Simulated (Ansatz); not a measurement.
Ligand exchange on a metal centre used in film growth or etching (Zn F-CH3). All species are isolated molecules in the gas phase. One relaxed conformer stands for each flexible species; it need not be the lowest.

Quantity: redistribution energy (mixed species minus the weighted end members), in eV.

Case: 1 of 2 F replaced by CH3: [Zn(F)(CH3)]. The other species in the difference include [Zn(F)2] (neutral, multiplicity 1). Geometry of [Zn(F)(CH3)] (neutral, multiplicity 1, Å):

```xyz
6

Zn    -0.0028     0.0002     0.0052
F      0.8355    -0.0493    -1.5370
C     -0.9199     0.0543     1.6922
H     -0.2295     0.3655     2.5016
H     -1.3275    -0.9445     1.9468
H     -1.7613     0.7750     1.6557
```

Task: Predict the redistribution energy (mixed species minus the weighted end members) from frozen-core CCSD(T)/def2-TZVPP // PBE-D3(BJ)/def2-SVP (Ansatz, a program for electronic structure).

Result: -0.236 eV.
